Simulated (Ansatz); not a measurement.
Ansatz (a program for electronic structure) input file for C5H7BO, SMILES C=C=C1OCB1C, B3LYP-D3(BJ)/def2-SVP. 

Ansatz 0.2 input:
```yaml
crystal:
  periodic: [false, false, false]
  atoms:
    - {symbol: C, position_ang: [2.79816831, -0.67754493, -0.06888013]}
    - {symbol: C, position_ang: [1.60824718, -0.17057864, -0.06119121]}
    - {symbol: C, position_ang: [0.36769139, 0.24521228, -0.04011244]}
    - {symbol: O, position_ang: [-0.07698857, 1.56545031, -0.16625952]}
    - {symbol: C, position_ang: [-1.48047657, 1.22501933, -0.04682367]}
    - {symbol: B, position_ang: [-1.06926024, -0.30211135, 0.10176217]}
    - {symbol: C, position_ang: [-1.77438403, -1.68524573, 0.26215251]}
    - {symbol: H, position_ang: [3.27460671, -1.00222850, -0.98166670]}
    - {symbol: H, position_ang: [3.37705447, -0.78995851, 0.83511567]}
    - {symbol: H, position_ang: [-2.01950365, 1.54428343, -0.94312019]}
    - {symbol: H, position_ang: [-1.91670686, 1.74208124, 0.81212261]}
    - {symbol: H, position_ang: [-2.72569596, -1.61790280, 0.78477673]}
    - {symbol: H, position_ang: [-1.99081865, -2.09207971, -0.72632593]}
    - {symbol: H, position_ang: [-1.15220411, -2.41841483, 0.76949288]}
basis:
  gaussian:
    orbitals: def2-SVP
hamiltonian:
  xc: b3lyp
  dispersion: d3bj
relax: {f_tol: 0.002, max_steps: 200}
```

Program output:

```
WARN ansatz: RAYON_NUM_THREADS=1 ignored (pool sized by the plan → 1); use --threads N
Functional definition: B3LYP
integrals: 0.11 GiB planned
1519 factors; integrals over basis functions are off by at most 3.8e-4 eV
mean field: 0.62 GiB planned
mean field evaluation 1: about -8004.4351 eV, gradient 6.1e1 eV
mean field evaluation 2: about -8004.4230 eV, gradient 6.1e1 eV
mean field evaluation 4: about -8013.8612 eV, gradient 3.5e0 eV
mean field evaluation 8: about -8013.9350 eV, gradient 3.3e-1 eV
mean field evaluation 16: about -8013.9353 eV, gradient 1.9e-5 eV
mean field -8013.93526005 eV, -294.5066887664 hartree, gradient 5.1e-6 eV, S^2 0.000000; 0 other end points of the search recorded, 0 dependent functions left out
the calculation of the forces begins
reference -8013.93553285 eV, -294.5066987916 hartree; 25, 25 occupied and 108, 108 virtual orbitals, 1519 factors
relax step   1: F+E_penalty+E_count = -8014.41166384 eV  Δ(F+E_penalty+E_count) = +0.000e0 eV  max|allowed force component| = 6.273e-1 eV/Å  Δτ_max = 0.0000 Å  (30 SCF iters, accepted)
these checks for a lower state are left out or cut short: starts, cluster_reference, orbital_swaps, neighbouring_geometries, increment
integrals: 0.11 GiB planned
1519 factors; integrals over basis functions are off by at most 4.0e-4 eV
mean field: 0.62 GiB planned
[...]
the calculation of the forces begins
reference -8013.99989030 eV, -294.5090638843 hartree; 25, 25 occupied and 108, 108 virtual orbitals, 1519 factors
relax step  23: F+E_penalty+E_count = -8014.47431608 eV  Δ(F+E_penalty+E_count) = -2.354e-5 eV  max|allowed force component| = 7.126e-3 eV/Å  Δτ_max = 0.0204 Å  (34 SCF iters, accepted)
these checks for a lower state are left out or cut short: starts, cluster_reference, orbital_swaps, neighbouring_geometries, increment
integrals: 0.11 GiB planned
1519 factors; integrals over basis functions are off by at most 4.0e-4 eV
mean field: 0.61 GiB planned
mean field -8013.99962761 eV, -294.5090542305 hartree, gradient 2.5e-5 eV, S^2 0.000000; 0 other end points of the search recorded, 0 dependent functions left out
the calculation of the forces begins
reference -8013.99990248 eV, -294.5090643321 hartree; 25, 25 occupied and 108, 108 virtual orbitals, 1519 factors
relax step  24: F+E_penalty+E_count = -8014.47432077 eV  Δ(F+E_penalty+E_count) = -4.690e-6 eV  max|allowed force component| = 8.267e-3 eV/Å  Δτ_max = 0.0156 Å  (24 SCF iters, accepted)
these checks for a lower state are left out or cut short: starts, cluster_reference, orbital_swaps, neighbouring_geometries, increment
integrals: 0.11 GiB planned
1519 factors; integrals over basis functions are off by at most 4.0e-4 eV
mean field: 0.61 GiB planned
mean field -8013.99962074 eV, -294.5090539781 hartree, gradient 9.6e-6 eV, S^2 0.000000; 0 other end points of the search recorded, 0 dependent functions left out
the calculation of the forces begins
reference -8013.99989551 eV, -294.5090640758 hartree; 25, 25 occupied and 108, 108 virtual orbitals, 1519 factors
relax step  25: F+E_penalty+E_count = -8014.47428330 eV  Δ(F+E_penalty+E_count) = +3.746e-5 eV  max|allowed force component| = 2.547e-2 eV/Å  Δτ_max = 0.0252 Å  (33 SCF iters, rejected (line search))
these checks for a lower state are left out or cut short: starts, cluster_reference, orbital_swaps, neighbouring_geometries, increment
integrals: 0.11 GiB planned
1519 factors; integrals over basis functions are off by at most 4.0e-4 eV
mean field: 0.61 GiB planned
mean field -8013.99964804 eV, -294.5090549815 hartree, gradient 6.8e-5 eV, S^2 0.000000; 0 other end points of the search recorded, 0 dependent functions left out
the calculation of the forces begins
reference -8013.99992292 eV, -294.5090650830 hartree; 25, 25 occupied and 108, 108 virtual orbitals, 1519 factors
relax step  26: F+E_penalty+E_count = -8014.47433245 eV  Δ(F+E_penalty+E_count) = -1.169e-5 eV  max|allowed force component| = 3.612e-3 eV/Å  Δτ_max = 0.0031 Å  (22 SCF iters, accepted)
these checks for a lower state are left out or cut short: starts, cluster_reference, orbital_swaps, neighbouring_geometries, increment
integrals: 0.11 GiB planned
1519 factors; integrals over basis functions are off by at most 4.0e-4 eV
mean field: 0.61 GiB planned
mean field -8013.99965498 eV, -294.5090552366 hartree, gradient 7.3e-5 eV, S^2 0.000000; 0 other end points of the search recorded, 0 dependent functions left out
the calculation of the forces begins
reference -8013.99992984 eV, -294.5090653374 hartree; 25, 25 occupied and 108, 108 virtual orbitals, 1519 factors
relax step  27: F+E_penalty+E_count = -8014.47433461 eV  Δ(F+E_penalty+E_count) = -2.156e-6 eV  max|allowed force component| = 2.458e-3 eV/Å  Δτ_max = 0.0039 Å  (21 SCF iters, accepted)
these checks for a lower state are left out or cut short: starts, cluster_reference, orbital_swaps, neighbouring_geometries, increment
integrals: 0.11 GiB planned
1519 factors; integrals over basis functions are off by at most 4.0e-4 eV
mean field: 0.61 GiB planned
mean field -8013.99966365 eV, -294.5090555552 hartree, gradient 1.6e-5 eV, S^2 0.000000; 0 other end points of the search recorded, 0 dependent functions left out
the calculation of the forces begins
reference -8013.99993848 eV, -294.5090656549 hartree; 25, 25 occupied and 108, 108 virtual orbitals, 1519 factors
relax step  28: F+E_penalty+E_count = -8014.47433688 eV  Δ(F+E_penalty+E_count) = -2.268e-6 eV  max|allowed force component| = 2.253e-3 eV/Å  Δτ_max = 0.0062 Å  (23 SCF iters, accepted)
these checks for a lower state are left out or cut short: starts, cluster_reference, orbital_swaps, neighbouring_geometries, increment
integrals: 0.11 GiB planned
1519 factors; integrals over basis functions are off by at most 4.0e-4 eV
mean field: 0.62 GiB planned
mean field evaluation 192: about -8013.9997 eV, gradient 1.2e-4 eV
mean field -8013.99967018 eV, -294.5090557952 hartree, gradient 1.4e-5 eV, S^2 0.000000; 0 other end points of the search recorded, 0 dependent functions left out
the calculation of the forces begins
reference -8013.99994498 eV, -294.5090658939 hartree; 25, 25 occupied and 108, 108 virtual orbitals, 1519 factors
relax step  29: F+E_penalty+E_count = -8014.47433851 eV  Δ(F+E_penalty+E_count) = -1.627e-6 eV  max|allowed force component| = 2.931e-3 eV/Å  Δτ_max = 0.0053 Å  (24 SCF iters, accepted)
these checks for a lower state are left out or cut short: starts, cluster_reference, orbital_swaps, neighbouring_geometries, increment
integrals: 0.11 GiB planned
1519 factors; integrals over basis functions are off by at most 4.0e-4 eV
mean field: 0.62 GiB planned
mean field -8013.99967419 eV, -294.5090559423 hartree, gradient 1.3e-5 eV, S^2 0.000000; 0 other end points of the search recorded, 0 dependent functions left out
the calculation of the forces begins
reference -8013.99994897 eV, -294.5090660402 hartree; 25, 25 occupied and 108, 108 virtual orbitals, 1519 factors
relax step  30: F+E_penalty+E_count = -8014.47434019 eV  Δ(F+E_penalty+E_count) = -1.680e-6 eV  max|allowed force component| = 2.555e-3 eV/Å  Δτ_max = 0.0048 Å  (24 SCF iters, accepted)
these checks for a lower state are left out or cut short: starts, cluster_reference, orbital_swaps, neighbouring_geometries, increment
integrals: 0.11 GiB planned
1519 factors; integrals over basis functions are off by at most 4.0e-4 eV
mean field: 0.61 GiB planned
mean field -8013.99967494 eV, -294.5090559700 hartree, gradient 1.5e-5 eV, S^2 0.000000; 0 other end points of the search recorded, 0 dependent functions left out
the calculation of the forces begins
reference -8013.99994970 eV, -294.5090660671 hartree; 25, 25 occupied and 108, 108 virtual orbitals, 1519 factors
relax step  31: F+E_penalty+E_count = -8014.47434183 eV  Δ(F+E_penalty+E_count) = -1.649e-6 eV  max|allowed force component| = 1.871e-3 eV/Å  Δτ_max = 0.0047 Å  (24 SCF iters, accepted)
these checks for a lower state are left out or cut short: starts, cluster_reference, orbital_swaps, neighbouring_geometries, increment
integrals: 0.11 GiB planned
1519 factors; integrals over basis functions are off by at most 4.0e-4 eV
mean field: 0.62 GiB planned
mean field -8013.99967067 eV, -294.5090558129 hartree, gradient 4.6e-5 eV, S^2 0.000000; 0 other end points of the search recorded, 0 dependent functions left out
the calculation of the forces begins
reference -8013.99994541 eV, -294.5090659095 hartree; 25, 25 occupied and 108, 108 virtual orbitals, 1519 factors
relax step  32: F+E_penalty+E_count = -8014.47434199 eV  Δ(F+E_penalty+E_count) = -1.583e-7 eV  max|allowed force component| = 3.056e-3 eV/Å  Δτ_max = 0.0022 Å  (22 SCF iters, accepted)
these checks for a lower state are left out or cut short: starts, cluster_reference, orbital_swaps, neighbouring_geometries, increment
integrals: 0.11 GiB planned
1519 factors; integrals over basis functions are off by at most 4.0e-4 eV
mean field: 0.61 GiB planned
mean field -8013.99966962 eV, -294.5090557743 hartree, gradient 8.7e-6 eV, S^2 0.000000; 0 other end points of the search recorded, 0 dependent functions left out
the calculation of the forces begins
reference -8013.99994434 eV, -294.5090658704 hartree; 25, 25 occupied and 108, 108 virtual orbitals, 1519 factors
relax step  33: F+E_penalty+E_count = -8014.47433996 eV  Δ(F+E_penalty+E_count) = +2.029e-6 eV  max|allowed force component| = 5.089e-3 eV/Å  Δτ_max = 0.0044 Å  (25 SCF iters, rejected (line search))
these checks for a lower state are left out or cut short: starts, cluster_reference, orbital_swaps, neighbouring_geometries, increment
integrals: 0.11 GiB planned
1519 factors; integrals over basis functions are off by at most 4.0e-4 eV
mean field: 0.61 GiB planned
mean field -8013.99967234 eV, -294.5090558743 hartree, gradient 1.8e-5 eV, S^2 0.000000; 0 other end points of the search recorded, 0 dependent functions left out
the calculation of the forces begins
reference -8013.99994708 eV, -294.5090659710 hartree; 25, 25 occupied and 108, 108 virtual orbitals, 1519 factors
relax step  34: F+E_penalty+E_count = -8014.47434293 eV  Δ(F+E_penalty+E_count) = -9.381e-7 eV  max|allowed force component| = 1.666e-3 eV/Å  Δτ_max = 0.0008 Å  (22 SCF iters, accepted)
integrals: 0.11 GiB planned
1519 factors; integrals over basis functions are off by at most 4.0e-4 eV
mean field: 0.61 GiB planned
mean field evaluation 224: about -8004.5495 eV, gradient 6.1e1 eV
mean field -8013.99967234 eV, -294.5090558743 hartree, gradient 1.8e-5 eV, S^2 0.000000; 1 other end points of the search recorded, 0 dependent functions left out
the calculation of the forces begins
reference -8013.99994708 eV, -294.5090659710 hartree; 25, 25 occupied and 108, 108 virtual orbitals, 1519 factors
Total energy: -8014.47461767 eV, -294.5265097935 hartree
Atom 0 at     2.826329    -0.680000    -0.027910 Å, force     0.000075     0.000057    -0.000846 eV/Å
Atom 1 at     1.618907    -0.177221    -0.042774 Å, force     0.000083    -0.000120     0.000568 eV/Å
Atom 2 at     0.371930     0.258466    -0.046194 Å, force    -0.000370     0.000336    -0.000774 eV/Å
Atom 3 at    -0.068847     1.577061    -0.197087 Å, force     0.000237    -0.000077     0.000128 eV/Å
Atom 4 at    -1.489299     1.223576    -0.081736 Å, force     0.000125    -0.000682    -0.000875 eV/Å
Atom 5 at    -1.073046    -0.308858     0.090645 Å, force     0.000122     0.000278     0.001666 eV/Å
Atom 6 at    -1.769889    -1.683817     0.261206 Å, force    -0.000704    -0.000296    -0.000490 eV/Å
Atom 7 at     3.321262    -1.017996    -0.947622 Å, force     0.000070     0.000291     0.000114 eV/Å
Atom 8 at     3.398796    -0.776806     0.903726 Å, force     0.000057    -0.000367     0.000394 eV/Å
Atom 9 at    -2.043665     1.510917    -0.992717 Å, force    -0.000206     0.000311    -0.000031 eV/Å
Atom 10 at    -1.953015     1.730682     0.783048 Å, force    -0.000072     0.000027     0.000088 eV/Å
Atom 11 at    -2.583555    -1.642475     1.005471 Å, force     0.000406     0.000051    -0.000383 eV/Å
Atom 12 at    -2.256272    -1.947050    -0.698105 Å, force     0.000180     0.000069     0.000459 eV/Å
Atom 13 at    -1.079907    -2.500497     0.521091 Å, force    -0.000002     0.000121    -0.000018 eV/Å
Dipole moment:    -0.238421    -0.347411     0.041253 e Å
```

The calculation finished and met its thresholds.
